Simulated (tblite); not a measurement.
Input of a run (GFN2-xTB geometry optimisation, gas phase (tblite 0.8.0)), started from a force field or distance geometry:
```
{"job": {"kind": "relax", "xc": "GFN2-xTB", "basis": "xTB"}, "charge": 0, "multiplicity": 1}
C     -2.588400    -1.028900    -1.177200
C     -1.381700    -0.518900    -0.969500
C     -0.651000    -0.679000     0.338500
C      0.791800    -0.888600     0.278700
C      0.915500     0.438200     0.870500
Si     2.381700     1.465500     1.347000
C     -0.374300     0.631500     0.898600
Cl    -1.408400     1.966600     1.443800
H     -3.071500    -0.886800    -2.148400
H     -3.130600    -1.584800    -0.379100
H     -0.910100     0.008000    -1.765000
H     -1.217600    -1.324800     1.056300
H      1.259800    -1.059900    -0.691900
H      1.083600    -1.683600     1.045400
H      1.909700     2.849500     1.562400
H      3.444200     1.423000     0.337500
H      2.940200     0.885100     2.592100
```

Output (eV, eV/Å):
```
step      E/eV     max force
  0    -642.74805    4.790
  1    -643.12095    2.270
  2    -643.21931    0.802
  3    -643.25853    0.623
  4    -643.28678    0.466
  5    -643.30376    0.394
  6    -643.31381    0.299
  7    -643.32006    0.205
  8    -643.32461    0.154
  9    -643.32856    0.145
 10    -643.33138    0.127
 11    -643.33381    0.110
 12    -643.33592    0.146
 13    -643.33796    0.132
 14    -643.33946    0.093
 15    -643.34042    0.084
 16    -643.34118    0.086
 17    -643.34198    0.072
 18    -643.34260    0.064
 19    -643.34294    0.042
 20    -643.34317    0.039
 21    -643.34343    0.049
 22    -643.34377    0.048
 23    -643.34408    0.043
 24    -643.34427    0.031
 25    -643.34440    0.028
 26    -643.34457    0.037
 27    -643.34480    0.052
 28    -643.34503    0.051
 29    -643.34521    0.033
 30    -643.34533    0.022
 31    -643.34542    0.022
 32    -643.34548    0.023
 33    -643.34553    0.018
 34    -643.34558    0.022
 35    -643.34564    0.018
 36    -643.34569    0.016
 37    -643.34573    0.015
 38    -643.34576    0.015
 39    -643.34580    0.016
 40    -643.34585    0.017
 41    -643.34589    0.016
 42    -643.34593    0.015
 43    -643.34596    0.016
 44    -643.34601    0.017
 45    -643.34606    0.023
 46    -643.34612    0.023
 47    -643.34618    0.020
 48    -643.34623    0.016
 49    -643.34628    0.015
 50    -643.34631    0.012
 51    -643.34634    0.016
 52    -643.34638    0.020
 53    -643.34644    0.022
 54    -643.34651    0.020
 55    -643.34657    0.016
 56    -643.34660    0.014
 57    -643.34663    0.016
 58    -643.34667    0.019
 59    -643.34673    0.021
 60    -643.34680    0.023
 61    -643.34688    0.029
 62    -643.34696    0.030
 63    -643.34704    0.022
 64    -643.34711    0.021
 65    -643.34716    0.021
 66    -643.34722    0.017
 67    -643.34728    0.023
 68    -643.34736    0.028
 69    -643.34746    0.025
 70    -643.34756    0.023
 71    -643.34765    0.021
 72    -643.34770    0.017
 73    -643.34773    0.013
 74    -643.34775    0.012
 75    -643.34778    0.013
 76    -643.34781    0.018
 77    -643.34785    0.018
 78    -643.34788    0.013
 79    -643.34791    0.013
 80    -643.34794    0.014
 81    -643.34798    0.025
 82    -643.34800    0.012
 83    -643.34803    0.012
 84    -643.34804    0.011
 85    -643.34807    0.010
```

Summarise the run.

The energy falls by 13.8 kcal/mol over 85 L-BFGS steps, the largest force on an atom goes from 4.79 to 0.010 eV/Å, and the atoms move by 0.127 Å rms after alignment. The bond that changes most is C3–C4 (both ends allylic carbon), which lengthens by 0.099 Å. Bonds longer at the end by more than 0.005 Å: 6 of 17; shorter: 9. Among the angles that change most is C2–C3–C7, from 109.4° to 115.3°. Among the dihedrals that turn most is H11–C2–C3–C7, from 61° to 50°. The energy never rose by more than 1e-5 eV on the way. The first step brought 62 % of the lowering.

What are the final bond lengths?

C1=C2 1.320 Å, C2–C3 1.489 Å, C3–C4 1.558 Å, C4–C5 1.520 Å, C5–Si6 1.870 Å, C5=C7 1.338 Å, C7–Cl8 1.704 Å, C3–C7 1.509 Å, C1–H9 1.077 Å, C1–H10 1.078 Å, C2–H11 1.082 Å, C3–H12 1.092 Å, C4–H13 1.088 Å, C4–H14 1.088 Å, Si6–H15 1.460 Å, Si6–H16 1.465 Å, Si6–H17 1.466 Å. Numbering counts from 1 in the input's order; the species is `C=C[C@H]1CC([SiH3])=C1Cl`.

Its GFN2-xTB frequencies are all real (lowest 31 cm⁻¹). The numbers are those of one conformer. 2 starts were optimised and ended at 0.00 and 0.22 kcal/mol (GFN2-xTB); the lowest of these is shown.

The numbers are calculated, not measured.
